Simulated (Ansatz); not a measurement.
Consider the formal hydrolysis of a W–N bond: `[NH2][W](=[S])(=[S])[Cl]` + H₂O → `[OH][W](=[S])(=[S])[Cl]` + NH₃.

Isolated molecules relaxed with PBE0-D4/def2-TZVP in Ansatz; ΔE leaves out vibrations. CCSD(T)/CBS adds triple-zeta CCSD(T) − MP2 to the extrapolated MP2 energy (def2 sets, frozen cores). This one scheme is used for every species. DFT in def2-TZVPP. Elements past krypton have def2 core potentials. For W outer-core shells are correlated without core-valence functions, which leaves a few kJ/mol of doubt a bond. Each species was taken in one conformer, which may not be the lowest.

| species | r2SCANh energy (Eh) |
| --- | --- |
| `[NH2][W](=[S])(=[S])[Cl]` | -1379.80934 |
| H₂O | -76.41862 |
| `[OH][W](=[S])(=[S])[Cl]` | -1399.68907 |
| NH₃ | -56.54562 |

**Question.** Work out ΔE.

**Answer.** ΔE = (-1399.68907) + (-56.54562) − (-1379.80934) − (-76.41862) = -0.00673 Eh = -0.18 eV. CCSD(T)/CBS gives -0.08 eV.

Largest T1 diagnostic among the species: 0.022, so the coupled-cluster value is less sure than usual.

From r2SCAN to r2SCAN0 (25 % exact exchange), in def2-TZVPP and without D4, ΔE moves by +0.05 eV. Leaving LDA and LC-ωPBE aside and taking each functional with its dispersion term where it has one, the values, not all of them listed here, spread over 0.14 eV, from B97M-V to PBE-QIDH. LDA lies +0.05 eV from PBE without D4.
